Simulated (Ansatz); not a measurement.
Born–Oppenheimer molecular dynamics of Br + H2O2 (5 atoms, charge -1, multiplicity 1). It goes on from the last frame of an earlier run, with new velocities.

These are results of Ansatz 0.2.0, RKS PBE/def2-SVP, not measurements.

- ensemble: NVE (velocity Verlet)
- time step: 0.5 fs
- steps asked: 100
- starting velocities drawn for: 700 K
- seed: 104406

First frame:

```xyz
5
Properties=species:S:1:pos:R:3
Br 0.067 0.391 -2.074
O -0.008 -0.913 1.046
O -0.062 0.481 1.129
H 0.033 -1.115 0.043
H -0.016 0.754 0.149
```

(1) How far do the bonds stretch over the last three quarters of this one trajectory? (Pairs bonded in most of those frames.)

Answers

(1) 
| bond | mean (Å) | spread (Å) | shortest | longest |
| --- | --- | --- | --- | --- |
| O2–O3 | 1.480 | 0.059 | 1.39 | 1.56 |
| O2–H4 | 1.012 | 0.036 | 0.96 | 1.07 |
| O3–H5 | 1.009 | 0.014 | 0.98 | 1.03 |

Mean temperature of the second half: 514 K. The conserved energy stayed within 0.17 meV per atom of its start (net change 0.11 meV per atom), so the integration is sound. A run of 0.05 ps of so small a system gives no equilibrium averages. Limits of this set-up: an anion without diffuse functions, the dipole of an ion depends on the origin.

The run took 110 s on 1 thread of Intel(R) Xeon(R) Processor @ 2.70GHz, with other jobs on the host, peak memory 0.1 GiB.
